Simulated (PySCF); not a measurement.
CH₈FNSi₂, SMILES F[SiH2][C@@H]([SiH3])N.

Geometry optimised at PBE-D3(BJ)/def2-SVP. The structure was generated by enumeration; whether it is a known compound was not checked. One conformer was computed; it need not be the lowest.

Two levels are set side by side: PBE/def2-TZVP (PySCF) and HF/def2-TZVP (PySCF). Same geometry, gas phase. Differences are taken from unrounded values.

| quantity | HF |
|---|---|
| orbital gap (eV) | 13.93 |
| highest occupied level (eV) | -10.94 |
| lowest empty level (eV) | 3.00 |
| dipole moment (D) | 2.57 |
| mean polarisability (bohr³) | 66.8 |

Q: What does PBE give, and how far is it from HF? (Estimate from the structure and the level; the computed values follow.)

A: 
| quantity | PBE | PBE minus HF |
|---|---|---|
| orbital gap (eV) | 5.14 | -8.80 |
| highest occupied level (eV) | -6.00 | 4.93 |
| lowest empty level (eV) | -0.86 | -3.86 |
| dipole moment (D) | 2.51 | -0.06 |
| mean polarisability (bohr³) | 76.2 | 9.4 |

Without exact exchange PBE keeps part of each electron's self-repulsion, which lifts occupied levels and narrows the gap. PBE's more diffuse valence density responds more strongly to a field. Differences between two approximate levels are no errors against the true value.

Rough cost on one machine, each run with all the roots and properties that it gave: HF against PBE about 1/3.
